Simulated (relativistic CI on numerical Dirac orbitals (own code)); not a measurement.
# Hyperfine structure of Tc¹¹⁺, mass number 99

Calculated at this level of theory: Dirac-Coulomb-Breit CI, separate exchange-only KLI orbitals for each configuration, a model potential for QED, unscaled Slater integrals (own radial code, finite nucleus).

Configurations in the expansion (outside the closed core [Ar] 3d10): 4s2.4p2, 4s.4p3, 4p4, 4s2.4p.4d, 4s.4p2.4d, 4s2.4p.4f, 4s.4p2.4f, 4p3.4d, 4s2.4p.5s, 4s.4p.4d2, 4s2.4p.5p, 4s2.4d.4f, 4s2.4d2, 4s.4d3, 4s.4d2.4f, 4p2.4d2, 4p.4d3, 4p.4d2.4f, 4p.4d2.5s, 4s2.4f2, 4s.4d.4f2, 4s.4f3, 4s2.4d.5s, 4s.4d2.5s, 4s.4d.4f.5s. Double excitations out of closed p, d and f shells are left out; levels of such configurations are missing from the list, as are those of other unlisted configurations, and high levels can miss mixing partners. These lack a partner that the ground configuration has and come out too high: 4s2.4p.5p.

Nuclear spin I = 9/2, μ = 5.678 μN, Q = -0.129 b (tables of Stone and Pyykkö). The electronic factors are computed for point nuclear moments, without core polarisation or the Bohr-Weisskopf and QED corrections.

```csv
Level,E (cm⁻¹),A (MHz),B (MHz)
4s2.4p2 3P_1,20765,-930,-551
4s2.4p2 3P_2,31633,11310,111
4s2.4p2 1D_2,63547,7465,-1200
4s.4p3 5S°_2,214107,30890,-35
4s.4p3 3D°_1,270112,-17900,-768
4s.4p3 3D°_2,271346,19990,-1290
4s.4p3 3D°_3,279563,28100,82.6
4s.4p3 3P°_1,312164,35930,802
```

Levels with J = 0, under 50 % of one LS term, or S terms without an open s electron are left out. Small factors come from cancelling terms and can be off by tens of per cent or more.

At this charge energies of transitions that change n are usually good to better than 1 %, and those within a shell (Δn = 0) to a few per cent.

Problem. Give the hyperfine levels of 4s2.4p2 3P_2 relative to its centre of gravity.

Solution. With K = F(F + 1) − I(I + 1) − J(J + 1), E = AK/2 + B[¾K(K + 1) − I(I + 1)J(J + 1)]/[2I(2I − 1)J(2J − 1)]: F = 5/2: -124300, F = 7/2: -84810, F = 9/2: -33960, F = 11/2: 28240, F = 13/2: 101800 MHz.

LS names give the leading component of a level, which can be under half, so a name can repeat, a term be missing and a line seem to break the LS rules.
